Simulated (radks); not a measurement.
Excited configurations of He I: one electron is placed in a higher orbital outside 1s1. The ground configuration is [He]. All-electron calculation, non-relativistic Kohn-Sham, r2SCAN, spin-polarised, spherical densities, point nucleus; open shells are filled with parallel spins first; meta-GGA in the generalised Kohn-Sham scheme. Program: a radial shooting solver on a logarithmic mesh with Libxc functionals. Excitation = E - E(ground); binding = E(ion) - E, where the ion is the core of charge +1; n* = 1/sqrt(2 binding) in atomic units, and the quantum defect is n - n*.

| outer orbital | excitation (eV) | binding (eV) | n* | quantum defect | <r> (bohr) |
|---|---|---|---|---|---|
| 2s | 19.841 | 4.779 | 1.687 | 0.313 | 4.307 |
| 3p | 22.941 | 1.680 | 2.846 | 0.154 | 11.46 |
| 4p | 23.651 | 0.970 | 3.746 | 0.254 | 21.17 |
| 6f | 24.194 | 0.426 | 5.648 | 0.352 | 46.63 |
| 7f | 24.302 | 0.319 | 6.533 | 0.467 | 65.12 |

The Delta-SCF ionisation energy is 24.621 eV (NIST Atomic Spectra Database: 24.587 eV, measured). Self-interaction in the functional shifts the binding energies and quantum defects, so they are the method's values and not measured ones.
